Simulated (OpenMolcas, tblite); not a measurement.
**A ladder of methods for CH3BCl2O (methoxydichloroborane)**

The species is CH3BCl2O (8 atoms), meant as a singlet with charge 0. SMILES: `COB(Cl)Cl`. Geometry: relaxed at PBE0-D4/def2-TZVP.

Quantity: the vertical ionisation energy (to the doublet cation), in eV. The values are calculated.

```csv
level,kind,program,value (eV),CPU time (all runs)
GFN2-xTB,semi-empirical,tblite,14.76,under 2 s
HF/def2-SVP,Hartree–Fock,OpenMolcas,10.84,26 s
SVWN5/def2-SVP,LDA,OpenMolcas,10.61,76 s
BLYP/def2-SVP,GGA,OpenMolcas,10.25,1.9 min
r2SCAN/def2-SVP,meta-GGA,OpenMolcas,10.83,2.7 min
BHLYP/def2-SVP,global hybrid,OpenMolcas,11.35,1.9 min
PBE0/def2-SVP,global hybrid,OpenMolcas,11.09,1.8 min
```

The values span 10.25 to 14.76 eV. The xTB values lack the empirical shift that such differences need. Times are those of the runs behind each value, whatever else they computed, on shared processors of several kinds: orders of magnitude only.
